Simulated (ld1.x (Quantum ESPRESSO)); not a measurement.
**K: one change to a TM potential, before and after**

- Element: potassium
- Generator: ld1.x (Quantum ESPRESSO) 7.5
- Type: norm-conserving Troullier–Martins (Kleinman–Bylander form)
- Functional: LDA (PZ)
- Relativity: scalar-relativistic
- Frozen core: [Ar]
- Valence charge: 1
- Reference configuration: 3d0 4s0.5 4p0 (charge +0.5)
- Partial waves: 4p (bound, empty): rc 3.75 bohr; 3d (bound, empty): rc 4.20 bohr; 4s (bound): rc 2.65 bohr
- Local potential: the s channel
- Core correction: none

All-electron outer shells of the reference configuration (LDA (PZ), scalar-relativistic, ld1.x):

```json
{"shell": "3p", "level (eV)": "-21.70", "outermost node (bohr)": "0.45", "outermost maximum (bohr)": "1.15"}
{"shell": "4s", "level (eV)": "-4.43", "outermost node (bohr)": "1.58", "outermost maximum (bohr)": "3.78"}
{"shell": "4p", "level (eV)": "-2.46", "outermost node (bohr)": "1.85", "outermost maximum (bohr)": "5.04"}
{"shell": "3d", "level (eV)": "-1.66", "outermost node (bohr)": "–", "outermost maximum (bohr)": "2.44"}
```

Change: all radii scaled by about 1.39 (s 3.68, p 5.22, d 5.84 bohr).

Cutoffs: the cutoffs (Ry, on a coarse ladder) from which the occupation-weighted sum of valence levels, in a spherical-Bessel basis at the reference potential, stays within 10 and 1 mRy of its value at 400 Ry; they do not see the model core or the augmentation charge, which bear on the density cutoff. Errors are all-electron minus pseudo energies relative to the spin-unpolarised reference configuration.

**Question.** How do hardness, ghosts and transferability respond?

**Answer.** Both files are very soft, the changed one slightly softer (loose and tight cutoff 6 and 10 Ry → 6 and 6 Ry on this coarse ladder); of the 6 tests that both files solve, the error grows in 0 and shrinks in 2 by more than 15 % and 0.3 meV (median size 21.6 → 17.9 meV); neither file shows a bound ghost.

```csv
quantity,base,changed
"cutoff, loose",6 Ry,6 Ry
"cutoff, tight",10 Ry,6 Ry
bound ghosts,none,none
"error for 3d0 4s1 4p0, meV [ΔE -1.71 eV]",+19,+19
"error for 3d0 4s0 4p1, meV [ΔE -0.08 eV]",+17,+16
"error for 3d1 4s0 4p0, meV [ΔE 0.80 eV]",+64,+14
"error for 3d0.5 4s0.5 4p0, meV [ΔE -0.46 eV]",+14,+9.1
"error for 3d0 4s0.5 4p0 (spin-polarised), meV [ΔE -0.05 eV]",+24,+24
"error for 3d0 4s1 4p0 (spin-polarised), meV [ΔE -1.85 eV]",+67,+67
```
